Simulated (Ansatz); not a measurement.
Species: sum formula AlO2BrH2 (charge 0, singlet). SMILES: [OH][Al]([OH])[Br]
Coordinates optimised at B3LYP-D3(BJ)/def2-TZVP (Ansatz, a quantum-chemistry and plane-wave program):
```
Al
O 1 1.6880
H 2 0.9575 1 125.54
O 1 1.6880 2 125.62 3 0.00
H 4 0.9575 1 125.54 2 0.00
Br 1 2.2406 2 117.19 3 -180.00
```
Charge 0, spin multiplicity 1.

Wanted: vertical triplet-singlet gap (E(triplet) - E(singlet); each state is the SCF solution reached for its spin), in kcal/mol. Cores are frozen in the correlated levels unless marked. Open shells are spin-unrestricted. Spin-orbit coupling is left out. Frozen are the shells of the preceding noble gas and the d and f shells that filled before the atom's block. Non-relativistic. CBS(X,Y): correlation extrapolated as X^-3; Hartree-Fock from the larger set.

```tsv
level	program	vertical triplet-singlet gap (kcal/mol)
HF/def2-QZVPPD	Ansatz	146.3
wB97M-V/def2-TZVPD	Ansatz	150.5
B2PLYP/def2-TZVPD	Ansatz	149.7
MP2/def2-SVPD	Ansatz	155.4
MP2/def2-TZVPPD	Ansatz	154.3
MP2/CBS(def2-TZVPPD,def2-QZVPPD)	Ansatz	157.2
SCS-MP2/def2-TZVPPD	Ansatz	156.1
SCS-MP2/def2-QZVPPD	Ansatz	157.9
CCSD/def2-TZVPPD	Ansatz	152.2
CCSD(T)/CBS(def2-TZVPPD,def2-QZVPPD)	Ansatz	154.9
```
